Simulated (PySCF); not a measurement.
BF2, SMILES [B](F)F (connectivity only; charge and spin as stated), charge +1, multiplicity 1. Geometry optimised at PBE0-D3(BJ)/def2-TZVP. The multiplicity is an assumed one; other spin states were not compared. The isomer is the one that the SMILES or the coordinates give; other isomers of the formula were not compared.

Calculation: PBE0-D3(BJ)/def2-TZVP in PySCF 2.14.0.

Harmonic wavenumbers (cm⁻¹): 459, 459, 1038, 2100. Rotational constants (GHz): 8.842 (linear); symmetry number 2.

Problem. Work out the zero-point energy and the ideal-gas rigid-rotor harmonic-oscillator thermochemistry at 298.15 K and 1 atm.

Solution. ZPE = ½ Σ hcν = ½ × 4055 cm⁻¹ = 5.80 kcal/mol. H − E(el) = 8.21 kcal/mol. Entropy in cal/(mol K): translation 37.58, rotation 13.64, vibration 1.62, total 52.84. G − E(el) = -7.54 kcal/mol. Cp = 9.98 cal/(mol K).
